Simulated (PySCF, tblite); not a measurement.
Compound: C5H14N2Si.
Z-matrix (Å and degrees, GFN2-xTB geometry), rows numbered from 1:
```
C 
C   1  1.5242
C   2  1.5376  1  115.01
C   3  1.5320  2  111.39  1   -65.41
C   3  1.5372  2  111.95  1    58.41
N   5  1.4463  3  106.78  2   152.61
Si  6  1.7202  5  111.71  3   -30.06
N   3  1.4541  2  108.16  1   172.83
H   1  1.0879  2  109.69  3  -177.52
H   1  1.0867  2  111.24  3    62.99
H   1  1.0867  2  110.99  3   -57.94
H   2  1.0933  1  109.14  3  -121.79
H   2  1.0924  1  109.29  3   121.01
H   4  1.0888  3  110.24  2   -59.84
H   4  1.0870  3  108.87  2  -179.11
H   4  1.0866  3  111.23  2    60.94
H   5  1.0989  3  109.41  2    31.71
H   5  1.0946  3  110.85  2   -87.80
H   6  1.0059  5  113.55  3  -175.46
H   7  1.4663  6  119.00  5   -98.72
H   7  1.4665  6  106.73  5   133.33
H   8  1.0062  3  113.54  2    64.33
```

Method used: PBE0/pcSseg-1 in PySCF (dipole) on a GFN2-xTB geometry, gas phase.

Masses are those of the commonest isotopes; rigid-rotor values at the optimised geometry. The values belong to one conformer with, in the numbering `[CH3:1][CH2:2][C@@:3]1([CH3:4])[CH2:5][NH:6][SiH2:7][NH:8]1`, C1–C2–C3–C4 -65°, C2–C3–C5–N6 153°, C3–C5–N6–Si7 -30°, C5–N6–Si7–N8 12°, N6–Si7–N8–C3 11°.

Q: What are A, B and C (cm⁻¹)?

A: Ia = 153.20, Ib = 438.93, Ic = 460.77 u·Å²; 505379 MHz·u·Å²/I gives 3299, 1151 and 1097 MHz, that is A = 0.11004, B = 0.03841, C = 0.03659 cm⁻¹.

Q: What kind of rotor is it?

A: A near-prolate asymmetric top. Ray's parameter κ = (2B − A − C)/(A − C) = -0.950; −1 is the prolate and +1 the oblate limit.

Q: What does the inertial defect say?

A: Not planar: Δ = Ic − Ia − Ib = -131.35 u·Å². For a rigid frame Δ = −2 Σ m c², so Σ m c² = 65.68 u·Å² lies off the ab plane: 22.01 from hydrogen and 43.66 from heavier atoms. The atom farthest from that plane is 2.17 Å away.

Q: Give the coordinates in the principal-axis frame, origin at the centre of mass.

A: The sense of each axis is arbitrary; atoms in the order of the calculation.
```json
{"atom": "C1", "mass (u)": "12.000", "a (Å)": "-3.013", "b (Å)": "-0.389", "c (Å)": "-0.380"}
{"atom": "C2", "mass (u)": "12.000", "a (Å)": "-1.819", "b (Å)": "0.508", "c (Å)": "-0.687"}
{"atom": "C3", "mass (u)": "12.000", "a (Å)": "-0.558", "b (Å)": "0.217", "c (Å)": "0.142"}
{"atom": "C4", "mass (u)": "12.000", "a (Å)": "-0.784", "b (Å)": "0.515", "c (Å)": "1.627"}
{"atom": "C5", "mass (u)": "12.000", "a (Å)": "-0.072", "b (Å)": "-1.230", "c (Å)": "-0.040"}
{"atom": "N6", "mass (u)": "14.003", "a (Å)": "1.355", "b (Å)": "-1.224", "c (Å)": "0.194"}
{"atom": "Si7", "mass (u)": "27.977", "a (Å)": "2.065", "b (Å)": "0.281", "c (Å)": "-0.242"}
{"atom": "N8", "mass (u)": "14.003", "a (Å)": "0.527", "b (Å)": "1.030", "c (Å)": "-0.384"}
{"atom": "H9", "mass (u)": "1.008", "a (Å)": "-3.839", "b (Å)": "-0.138", "c (Å)": "-1.042"}
{"atom": "H10", "mass (u)": "1.008", "a (Å)": "-3.351", "b (Å)": "-0.257", "c (Å)": "0.644"}
{"atom": "H11", "mass (u)": "1.008", "a (Å)": "-2.762", "b (Å)": "-1.435", "c (Å)": "-0.529"}
{"atom": "H12", "mass (u)": "1.008", "a (Å)": "-2.103", "b (Å)": "1.551", "c (Å)": "-0.523"}
{"atom": "H13", "mass (u)": "1.008", "a (Å)": "-1.552", "b (Å)": "0.404", "c (Å)": "-1.741"}
{"atom": "H14", "mass (u)": "1.008", "a (Å)": "-1.048", "b (Å)": "1.562", "c (Å)": "1.766"}
{"atom": "H15", "mass (u)": "1.008", "a (Å)": "0.135", "b (Å)": "0.311", "c (Å)": "2.171"}
{"atom": "H16", "mass (u)": "1.008", "a (Å)": "-1.579", "b (Å)": "-0.104", "c (Å)": "2.036"}
{"atom": "H17", "mass (u)": "1.008", "a (Å)": "-0.313", "b (Å)": "-1.571", "c (Å)": "-1.057"}
{"atom": "H18", "mass (u)": "1.008", "a (Å)": "-0.562", "b (Å)": "-1.899", "c (Å)": "0.674"}
{"atom": "H19", "mass (u)": "1.008", "a (Å)": "1.794", "b (Å)": "-2.114", "c (Å)": "0.030"}
{"atom": "H20", "mass (u)": "1.008", "a (Å)": "2.728", "b (Å)": "0.404", "c (Å)": "-1.544"}
{"atom": "H21", "mass (u)": "1.008", "a (Å)": "2.948", "b (Å)": "0.668", "c (Å)": "0.864"}
{"atom": "H22", "mass (u)": "1.008", "a (Å)": "0.376", "b (Å)": "2.019", "c (Å)": "-0.278"}
```

Q: Which types of transition are allowed, and where do some lines up to J = 2 fall?

A: The dipole components are |μa| = 0.63 D, |μb| = 0.25 D, |μc| = 0.02 D. The squared components, which scale the intensities, stand as 1.00 : 0.16 : 0.00 (a : b : c). Some lines, for components of 0.1 D or more:

| type | branch | J(Ka,Kc) | MHz | lower level (cm⁻¹) |
| --- | --- | --- | --- | --- |
| b | Q | 1(1,0) ← 1(0,1) | 2202 | 0.075 |
| a | R | 1(0,1) ← 0(0,0) | 2248 | 0.000 |
| b | Q | 2(1,1) ← 2(0,2) | 2258 | 0.225 |
| b | R | 2(0,2) ← 1(1,1) | 2348 | 0.147 |
| b | R | 1(1,1) ← 0(0,0) | 4396 | 0.000 |
| a | R | 2(1,2) ← 1(1,1) | 4442 | 0.147 |
| a | R | 2(0,2) ← 1(0,1) | 4495 | 0.075 |
| a | R | 2(1,1) ← 1(1,0) | 4551 | 0.148 |
| b | Q | 2(2,0) ← 2(1,1) | 6444 | 0.300 |
| b | R | 2(1,2) ← 1(0,1) | 6589 | 0.075 |
| b | Q | 2(2,1) ← 2(1,2) | 6606 | 0.295 |
| b | R | 2(2,1) ← 1(1,0) | 10994 | 0.148 |
| b | R | 2(2,0) ← 1(1,1) | 11049 | 0.147 |

Q: Estimate the classical rotational partition function at 10 K, 100 K and 298.15 K.

A: Point group C1, symmetry number σ = 1; q = (√π/σ)·√((kT/h)³/(ABC)), k/h = 20836.6 MHz/K: 2610 at 10 K, 82600 at 100 K, 425000 at 298.15 K.

Its GFN2-xTB frequencies are all real (lowest 83 cm⁻¹). Zero-point vibration and centrifugal distortion are left out. A rigid rotor knows nothing of inversion at nitrogen or internal rotation, which can split or shift real lines. Quadrupole hyperfine structure (14N) is left out.

Time: 39 s wall (with the writing of density and orbital grids); peak memory 1.0 GiB. Hardware: Arm Neoverse V2, one thread, shared host. This is the PBE0/pcSseg-1 job that gave the dipole, with the shieldings it also computed.
